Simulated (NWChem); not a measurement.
The numbers come from NWChem runs, not from measurements. System: H₆FNSi₂, charge 0, spin multiplicity 1, at a geometry optimised with B3LYP/def2-SVP. The structure started from a generated list of species. Level: RHF/def2-TZVP.

Input file:

```
start mol
memory heap 200 mb stack 800 mb global 1000 mb
geometry units angstroms nocenter noautoz noautosym
  N      1.592544     0.797980     0.683780
  Si     0.558857    -0.380135    -0.019657
  F      0.660412    -0.452305    -1.658176
  Si    -1.672574     0.159295     0.481884
  H      2.587523     0.627305     0.799009
  H      1.397163     1.791431     0.606602
  H      1.006572    -1.710596     0.472393
  H     -2.622938    -0.701404    -0.281508
  H     -1.935690     1.587619     0.127451
  H     -1.932103    -0.017710     1.941997
end
basis spherical
  * library def2-tzvp
end
scf
  rhf
  nopen 0
  maxiter 100
  thresh 1e-7
  semidirect memsize 60000000 filesize 0
end
task scf energy
```

Output (cleaned and shortened):

```
             Northwest Computational Chemistry Package (NWChem) 7.3.0
             --------------------------------------------------------

                                NWChem Input Module
                                -------------------

 Scaling coordinates for geometry "geometry" by  1.889725989
 (inverse scale =  0.529177249)

                             Geometry "geometry" -> ""
                             -------------------------

 Output coordinates in angstroms (scale by  1.889725989 to convert to a.u.)

  No.       Tag          Charge          X              Y              Z
 ---- ---------------- ---------- -------------- -------------- --------------
    1 N                    7.0000     1.59254400     0.79798000     0.68378000
    2 Si                  14.0000     0.55885700    -0.38013500    -0.01965700
    3 F                    9.0000     0.66041200    -0.45230500    -1.65817600
    4 Si                  14.0000    -1.67257400     0.15929500     0.48188400
    5 H                    1.0000     2.58752300     0.62730500     0.79900900
    6 H                    1.0000     1.39716300     1.79143100     0.60660200
    7 H                    1.0000     1.00657200    -1.71059600     0.47239300
    8 H                    1.0000    -2.62293800    -0.70140400    -0.28150800
    9 H                    1.0000    -1.93569000     1.58761900     0.12745100
   10 H                    1.0000    -1.93210300    -0.01771000     1.94199700

 Effective nuclear repulsion energy (a.u.)     224.4969854401

            Nuclear Dipole moment (a.u.)
            ----------------------------
        X                 Y               Z
 ---------------- ---------------- ----------------
     0.0000094486    -0.0000000000    -0.0000037795


 Summary of "ao basis" -> "" (spherical)
 ------------------------------------------------------------------------------
       Tag                 Description            Shells   Functions and Types
 ---------------- ------------------------------  ------  ---------------------
 *                         def2-tzvp                  on all atoms

 Summary of "ao basis" -> "ao basis" (spherical)
 ------------------------------------------------------------------------------
       Tag                 Description            Shells   Functions and Types
 ---------------- ------------------------------  ------  ---------------------
 N                         def2-tzvp                11       31   5s3p2d1f
 Si                        def2-tzvp                13       37   5s5p2d1f
 F                         def2-tzvp                11       31   5s3p2d1f
 H                         def2-tzvp                 4        6   3s1p

                                 NWChem SCF Module
                                 -----------------

  ao basis        = "ao basis"
  functions       =   172
  atoms           =    10
  closed shells   =    25
  open shells     =     0
  charge          =   0.00
  wavefunction    = RHF
  use symmetry    = F
  symmetry adapt  = F

 Summary of "ao basis" -> "ao basis" (spherical)
 ------------------------------------------------------------------------------
       Tag                 Description            Shells   Functions and Types
 ---------------- ------------------------------  ------  ---------------------
 N                         def2-tzvp                11       31   5s3p2d1f
 Si                        def2-tzvp                13       37   5s5p2d1f
 F                         def2-tzvp                11       31   5s3p2d1f
[...]
                 1     -735.3502902431  1.10D+00  1.63D-01      9.2
                 2     -735.4202524622  3.75D-01  8.77D-02     16.3
                 3     -735.4322646703  1.99D-02  3.57D-03     26.0
                 4     -735.4323175340  1.05D-04  2.01D-05     39.6
                 5     -735.4323175358  7.21D-09  1.24D-09     67.7

       Final RHF  results
       ------------------

         Total SCF energy =   -735.432317535807
      One-electron energy =  -1467.311819735608
      Two-electron energy =    507.382516759674
 Nuclear repulsion energy =    224.496985440126

        Time for solution =     61.6s

             Final eigenvalues
             -----------------

              1
    1  -68.8147
    2  -68.7703
    3  -26.2657
    4  -15.5531
    5   -6.1571
    6   -6.1217
    7   -4.2643
    8   -4.2640
    9   -4.2638
   10   -4.2277
   11   -4.2277
   12   -4.2276
   13   -1.5597
   14   -1.1469
   15   -0.7658
   16   -0.7098
   17   -0.6714
   18   -0.6497
   19   -0.6428
   20   -0.6337
   21   -0.5229
   22   -0.4854
   23   -0.4845
   24   -0.4358
   25   -0.4072
   26    0.1039
   27    0.1253
   28    0.1403
   29    0.1481
   30    0.1663
   31    0.1759
   32    0.1929
   33    0.2103
   34    0.2339
   35    0.2637

                       ROHF Final Molecular Orbital Analysis
                       -------------------------------------

 Vector   23  Occ=2.000000D+00  E=-4.844848D-01
              MO Center= -1.8D+00,  6.2D-01,  4.2D-01, r^2= 2.6D+00
   Bfn.  Coefficient  Atom+Function         Bfn.  Coefficient  Atom+Function
  ----- ------------  ---------------      ----- ------------  ---------------
   115      0.273355   4 Si py              162      0.253533   9 H  s
   163      0.158324   9 H  s

 Vector   24  Occ=2.000000D+00  E=-4.358365D-01
              MO Center=  1.4D+00,  6.1D-01,  6.4D-01, r^2= 1.8D+00
   Bfn.  Coefficient  Atom+Function         Bfn.  Coefficient  Atom+Function
  ----- ------------  ---------------      ----- ------------  ---------------
     8      0.363990   1 N  pz               11      0.351867   1 N  pz
    14      0.300010   1 N  pz

 Vector   25  Occ=2.000000D+00  E=-4.072480D-01
              MO Center= -4.2D-01, -1.0D-01,  2.7D-01, r^2= 3.2D+00
   Bfn.  Coefficient  Atom+Function         Bfn.  Coefficient  Atom+Function
  ----- ------------  ---------------      ----- ------------  ---------------
   114      0.298064   4 Si px               46     -0.259557   2 Si px

 Vector   26  Occ=0.000000D+00  E= 1.039071D-01
              MO Center=  5.8D-01,  2.8D-01,  4.0D-01, r^2= 7.7D+00
   Bfn.  Coefficient  Atom+Function         Bfn.  Coefficient  Atom+Function
  ----- ------------  ---------------      ----- ------------  ---------------
     5      1.489820   1 N  s                49     -0.897812   2 Si px
   117     -0.726293   4 Si px              139     -0.698412   5 H  s
   104     -0.668551   4 Si s               145     -0.644477   6 H  s
   118     -0.560621   4 Si py              163      0.538309   9 H  s
   157     -0.522321   8 H  s                36      0.470402   2 Si s

 Vector   27  Occ=0.000000D+00  E= 1.252918D-01
              MO Center= -4.2D-01,  4.8D-02,  2.2D-01, r^2= 6.5D+00
   Bfn.  Coefficient  Atom+Function         Bfn.  Coefficient  Atom+Function
  ----- ------------  ---------------      ----- ------------  ---------------
     5      1.117187   1 N  s               119     -1.017507   4 Si pz
    36     -0.800820   2 Si s               104      0.803078   4 Si s
   169      0.785201  10 H  s                51     -0.661609   2 Si pz
   163     -0.568751   9 H  s               157     -0.563212   8 H  s
   145     -0.474818   6 H  s               139     -0.363623   5 H  s

 Vector   28  Occ=0.000000D+00  E= 1.402609D-01
              MO Center= -2.1D+00, -2.4D-02,  6.1D-01, r^2= 7.2D+00
   Bfn.  Coefficient  Atom+Function         Bfn.  Coefficient  Atom+Function
  ----- ------------  ---------------      ----- ------------  ---------------
    36      3.011933   2 Si s               117     -2.076307   4 Si px
   104     -1.483337   4 Si s                49     -1.168361   2 Si px
   118      1.042758   4 Si py              163     -0.809590   9 H  s
    50      0.547960   2 Si py                5     -0.542416   1 N  s
    51      0.424661   2 Si pz               46     -0.308213   2 Si px

 center of mass
 --------------
 x =   0.04331720 y =  -0.03994873 z =  -0.10545113

 moments of inertia (a.u.)
 ------------------
         347.329001245070           0.058904685155         100.560963488185
           0.058904685155         803.826061547458         -90.305913956764
         100.560963488185         -90.305913956764         650.263027462066

  Mulliken analysis of the total density
  --------------------------------------

    Atom       Charge   Shell Charges
 -----------   ------   -------------------------------------------------------
    1 N    7     7.75   0.82  1.16  0.50  0.82  0.19  1.51  1.82  0.89  0.00  0.02  0.00
    2 Si  14    13.22   2.00  0.58  1.39  0.76  0.28  4.12  1.73  0.52  1.10  0.17  0.23  0.25  0.09
    3 F    9     9.44   0.77  1.20  0.59  1.01  0.35  2.24  2.30  0.97  0.00  0.01  0.00
    4 Si  14    13.90   2.00  0.58  1.39  0.81  0.48  4.12  1.73  0.52  1.56  0.43  0.11  0.15  0.02
    5 H    1     0.74   0.25  0.40  0.05  0.04
    6 H    1     0.74   0.25  0.40  0.05  0.04
    7 H    1     1.07   0.24  0.56  0.26  0.01
    8 H    1     1.04   0.24  0.56  0.23  0.01
    9 H    1     1.05   0.24  0.56  0.24  0.01
   10 H    1     1.04   0.24  0.56  0.24  0.01

       Multipole analysis of the density wrt the origin
       ------------------------------------------------

     L   x y z        total         open         nuclear
     -   - - -        -----         ----         -------
     0   0 0 0     -0.000000      0.000000     50.000000

     1   1 0 0      0.358393      0.000000      0.000009
     1   0 1 0      0.374518      0.000000     -0.000000
     1   0 0 1      0.554805      0.000000     -0.000004

     2   2 0 0    -27.764970      0.000000    318.669167
     2   1 1 0      1.456913      0.000000      2.529005
     2   1 0 1      1.493020      0.000000    -48.354594
     2   0 2 0    -28.425996      0.000000     65.059788
     2   0 1 1     -0.483047      0.000000     46.045387
     2   0 0 2    -34.326007      0.000000    129.885230

 Task  times  cpu:       67.8s     wall:       67.8s

 Total times  cpu:       67.8s     wall:       67.8s
```
